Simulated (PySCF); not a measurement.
S 2p3/2 core levels and what the atom is bonded to

Gas-phase molecules, one conformer each, relaxed by PBE0-D3(BJ)/def2-SVP with no frequency check. Core levels by delta-SCF with SCAN, pcX-2 on the ionised atom and pcseg-1 elsewhere, spin-free X2C (2p3/2 is the spin-free 2p value less a third of a first-order spin-orbit splitting); energies from the vacuum level.

| structure (SMILES) | S bonded to | mean electronegativity of these (Pauling) | S 2p3/2 (eV) |
| --- | --- | --- | --- |
| [OH][Ge]([F])([SiH3])[S][SiH3] | 1 Ge + 1 Si | 1.95 | 168.72 |
| [OH][Ga]([OH])[SH] | 1 Ga + 1 H | 2.00 | 169.63 |
| OB1SB(O)S1 | 2 B | 2.04 | 169.10 |
| O=P(O)(O)S[SiH3] | 1 P + 1 Si | 2.04 | 169.40 |
| S[BH-]1[NH2+][BH2-][NH2+][BH2-][NH2+]1 | 1 B + 1 H | 2.12 | ? |
| [SiH3]N([SiH3])S | 1 N + 1 H | 2.62 | 170.35 |

Q: Fit a straight line to the complete rows and predict the core level of S in S[BH-]1[NH2+][BH2-][NH2+][BH2-][NH2+]1, bonded to 1 B + 1 H.

A: E = 165.363 + 1.914·χ (5 points, rms 0.28 eV, correlation 0.864). At 2.12 this gives 169.42 eV; the calculation itself gave 168.30 eV, so the fit is off by 1.12. One far point carries much of this line.

For scale, for S[BH-]1[NH2+][BH2-][NH2+][BH2-][NH2+]1: run time: 2.2 min on 1 thread of Intel Xeon Platinum 8259CL (x86_64), shared host, peak memory 0.73 GiB, launched as `OMP_NUM_THREADS=1 python cluster_run.py task.json out`.
